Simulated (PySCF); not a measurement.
Isomers of C2H6BN. Gas-phase values, no solvent. One relaxed conformer stands for each flexible species; it need not be the lowest. Strings in code marks are SMILES.

Quantity: vertical ionisation energy (energy after one electron is removed minus that of the parent at the parent's geometry), in eV.

Case: `B1CCN1`. Geometry of `B1NCC1` (neutral, multiplicity 1, Å):

```xyz
10

B     -0.2249     1.1644     0.1615
C      0.9766     0.1798    -0.2204
C     -0.1050    -0.9315    -0.0605
N     -1.1079     0.0895     0.2764
H     -0.4088     2.3301     0.3135
H      1.8042     0.1023     0.4854
H      1.3890     0.2600    -1.2266
H     -0.3354    -1.4850    -0.9745
H      0.0819    -1.6434     0.7476
H     -2.0778    -0.0673     0.4968
```

Q: What is the computed vertical ionisation energy (energy after one electron is removed minus that of the parent at the parent's geometry) (minus the HOMO energy of HF/STO-3G // B3LYP-D3(BJ)/def2-TZVP (PySCF))?

A: 9.11 eV.
